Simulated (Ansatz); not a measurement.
Reaction (formal hydrolysis of a B–S bond): `[SiH3]OB(S)S` + H₂O → `OB(S)O[SiH3]` + H₂S

Gas-phase electronic energies from Ansatz, PBE0-D4/def2-TZVP geometries. CCSD(T)/CBS adds triple-zeta CCSD(T) − MP2 to the extrapolated MP2 energy (def2 sets, frozen cores). This one scheme is used for every species. Functionals use def2-TZVPP. B3LYP here is the variant with VWN-RPA as its local correlation; programs differ in this. One conformer a species, not always the lowest.

`[SiH3]OB(S)S`:

Z-matrix (Å, degrees):
```
Si
O 1 1.653
H 1 1.481 2 107.6
H 1 1.484 2 110.5 3 -120.4
H 1 1.482 2 108.0 3 118.9
B 2 1.351 1 138.1 3 125.9
S 6 1.814 2 120.4 1 179.2
S 6 1.822 2 120.4 1 -0.9
H 7 1.343 6 95.5 2 0.1
H 8 1.342 6 96.3 2 180.0
```

H₂O:

Z-matrix (Å, degrees):
```
O
H 1 0.960
H 1 0.960 2 105.1
```

`OB(S)O[SiH3]`:

Z-matrix (Å, degrees):
```
Si
O 1 1.638
H 1 1.482 2 108.6
H 1 1.481 2 108.6 3 120.1
H 1 1.489 2 110.7 3 -120.0
B 2 1.352 1 142.6 3 120.0
S 6 1.836 2 123.9 1 0.2
O 6 1.358 2 117.2 1 -179.8
H 7 1.342 6 96.9 2 -0.0
H 8 0.959 6 114.5 2 180.0
```

H₂S:

Z-matrix (Å, degrees):
```
S
H 1 1.341
H 1 1.341 2 92.3
```

(1) Is it downhill or uphill in electronic energy at CCSD(T)/CBS, and by how much? (Best estimate.)

(2) What do these levels give: ωB97X-V, PBE, r2SCAN, PBE0, B3LYP, MP2/def2-QZVPP? (An estimate is asked.)

Largest T1 diagnostic among the species: 0.013.

Answers

(1) Ansatz gave: Downhill: ΔE = -51.8 kJ/mol.

(2) Computed: ωB97X-V -58.1, PBE -52.1, r2SCAN -57.1, PBE0 -54.7, B3LYP -63.9, MP2/def2-QZVPP -47.5 kJ/mol.

In def2-TZVPP, CCSD(T) changes the Hartree–Fock value by +18.8 kJ/mol (the triples alone add +3.7 kJ/mol) and MP2 by +25.2 kJ/mol. The D4 term adds +6.6 kJ/mol with B3LYP and +3.5 kJ/mol with PBE0; it sums over pairs of atoms, weighted by their polarisabilities, and B3LYP, whose exchange is more repulsive, gets the larger term.
